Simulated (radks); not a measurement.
Task: The mean radii <r> (bohr) of the occupied orbitals of an atom or ion are listed with their occupations. Calculated with a radial shooting solver on a logarithmic mesh with Libxc functionals: Dirac Kohn-Sham, PBE, spin-unpolarised, spherical densities, point nucleus.

orbital  occ.      <r>
1s1/2       2  0.02558
2s1/2       2   0.1093
2p1/2       2  0.09193
2p3/2       4  0.09793
3s1/2       2   0.2916
3p1/2       2   0.2815
3p3/2       4   0.2934
3d3/2       4   0.2644
3d5/2       6   0.2681
4s1/2       2   0.6739
4p1/2       2   0.6969
4p3/2       4   0.7241
4d3/2       4   0.7947
4d5/2       6   0.8047
5s1/2       2    1.639
5p1/2       2    1.863
5p3/2       4    1.948
6s1/2       2    4.792

Name the element and its charge. Open shells, if any, are shared by 2j + 1.

Result: Z = 56, barium, charge 0: Ba in [Xe] 6s2. The 1s radius gives Z: for a bare nucleus <r> = (2 gamma + 1)/(2Z) with gamma = sqrt(1 - (Z/c)^2), 0.02523 bohr for Z = 56, and screening makes it slightly larger (0.02558 here). The occupations add up to 56, and the charge is Z minus that.
